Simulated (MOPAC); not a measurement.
MOPAC input (PM3):

```
PM3 1SCF UHF MS=0.5 GEO-OK AUX(PRECISION=9) THREADS=1
CH5S2Si

C    -2.06059200 1   -0.33352200 1    0.18331400 1
Si   -0.29253800 1   -0.31177300 1   -0.45405000 1
S     0.87583800 1   -1.28652500 1    1.06862900 1
S     0.44039600 1    1.68257500 1   -0.85701000 1
H    -2.72848500 1    0.11279500 1   -0.55384500 1
H    -2.13356500 1    0.24286600 1    1.10911500 1
H    -2.38627900 1   -1.35641800 1    0.37965600 1
H     2.06011000 1   -1.00391900 1    0.50038600 1
H     0.58755800 1    2.03381000 1    0.43560700 1
```

From the output:

```
                                                       MOPAC v23.2.5 Linux

          FINAL HEAT OF FORMATION =         -7.20555 KCAL/MOL =     -30.14802 KJ/MOL

          COSMO AREA              =        138.29 SQUARE ANGSTROMS
          COSMO VOLUME            =        134.95 CUBIC ANGSTROMS

          IONIZATION POTENTIAL    =          8.338682 EV
          ALPHA SOMO LUMO (EV)    =         -8.339 -2.029
          BETA  SOMO LUMO (EV)    =         -9.511 -2.426
          NO. OF ALPHA ELECTRONS  =         13
          NO. OF BETA  ELECTRONS  =         12
          MOLECULAR WEIGHT        =        109.2560         POINT GROUP:  C1

          MOLECULAR DIMENSIONS (Angstroms)

            Atom       Atom       Distance
            H     8    H     5     5.02883
            H     7    H     9     3.99620
            H     6    S     4     2.17358

          SCF CALCULATIONS        =          1

   ATOM   CHEMICAL          X               Y               Z
  NUMBER   SYMBOL      (ANGSTROMS)     (ANGSTROMS)     (ANGSTROMS)

     1       C         -2.06059200  *  -0.33352200  *   0.18331400  *
     2      Si         -0.29253800  *  -0.31177300  *  -0.45405000  *
     3       S          0.87583800  *  -1.28652500  *   1.06862900  *
     4       S          0.44039600  *   1.68257500  *  -0.85701000  *
     5       H         -2.72848500  *   0.11279500  *  -0.55384500  *
     6       H         -2.13356500  *   0.24286600  *   1.10911500  *
     7       H         -2.38627900  *  -1.35641800  *   0.37965600  *
     8       H          2.06011000  *  -1.00391900  *   0.50038600  *
     9       H          0.58755800  *   2.03381000  *   0.43560700  *

                             CARTESIAN COORDINATES

   1    C       -2.060592000    -0.333522000     0.183314000
   2   Si       -0.292538000    -0.311773000    -0.454050000
   3    S        0.875838000    -1.286525000     1.068629000
   4    S        0.440396000     1.682575000    -0.857010000
   5    H       -2.728485000     0.112795000    -0.553845000
   6    H       -2.133565000     0.242866000     1.109115000
   7    H       -2.386279000    -1.356418000     0.379656000
   8    H        2.060110000    -1.003919000     0.500386000
   9    H        0.587558000     2.033810000     0.435607000

           Empirical Formula: C H5 Si S2  =     9 atoms

      MOLECULAR POINT GROUP   :   C1

          ALPHA EIGENVALUES
 -29.68381 -27.26203 -26.23678 -15.58401 -15.16101 -14.57153 -13.90728 -13.28434
 -12.16814 -11.47019 -10.14705  -9.62544  -8.33868  -2.02861  -1.79621   0.24495
   0.60587   1.00803   3.91986   4.07023   4.11304

           BETA EIGENVALUES
 -29.64017 -27.09233 -26.06130 -15.48780 -14.88121 -14.38503 -13.80269 -13.10399
 -11.97458 -11.05303  -9.93559  -9.51105  -2.42586  -1.64138  -1.08717   0.57778
   0.79233   1.28464   3.96644   4.08560   4.11165

              NET ATOMIC CHARGES AND DIPOLE CONTRIBUTIONS

  ATOM NO.   TYPE          CHARGE      No. of ELECS.   s-Pop       p-Pop
    1          C          -0.325586        4.3256     1.16344     3.16214
    2         Si           0.381795        3.6182     1.24274     2.37547
    3          S          -0.168178        6.1682     1.90345     4.26473
    4          S          -0.197079        6.1971     1.90823     4.28885
    5          H           0.080825        0.9192     0.91918
    6          H           0.075192        0.9248     0.92481
    7          H           0.081183        0.9188     0.91882
    8          H           0.043529        0.9565     0.95647
    9          H           0.028319        0.9717     0.97168
 DIPOLE           X         Y         Z       TOTAL
 POINT-CHG.    -0.688    -0.934    -0.674     1.342
 HYBRID        -0.052     0.781     1.476     1.671
 SUM           -0.740    -0.153     0.802     1.102

          ATOMIC ORBITAL ELECTRON POPULATIONS

     Atom    s        px        py        pz
    1  C   1.16344   1.07733   1.04670   1.03811
    2 Si   1.24274   0.82499   0.76857   0.78190
    3  S   1.90345   1.11926   1.72745   1.41801
    4  S   1.90823   1.84341   1.34242   1.10302
    5  H   0.91918
    6  H   0.92481
    7  H   0.91882
    8  H   0.95647
    9  H   0.97168

                    (SZ)    =    0.500000
                    (S**2)  =    0.780878

          ATOMIC ORBITAL SPIN POPULATIONS

    Atom   Total    s     px     py     pz
         Atomic
    1  C -0.0024 -0.002 -0.002 -0.002  0.004
    2 Si  0.8274  0.254  0.049  0.108  0.416
    3  S  0.0628  0.003  0.004 -0.055  0.111
    4  S  0.0431  0.009 -0.038  0.093 -0.021
    5  H  0.0013  0.001
    6  H  0.0212  0.021
    7  H  0.0005  0.001
    8  H  0.0007  0.001
    9  H  0.0455  0.045

 **********************
 *                    *
 * JOB ENDED NORMALLY *
 *                    *
 **********************

 == MOPAC DONE ==
```

The geometry given is a B3LYP-D3(BJ)/def2-TZVP minimum.
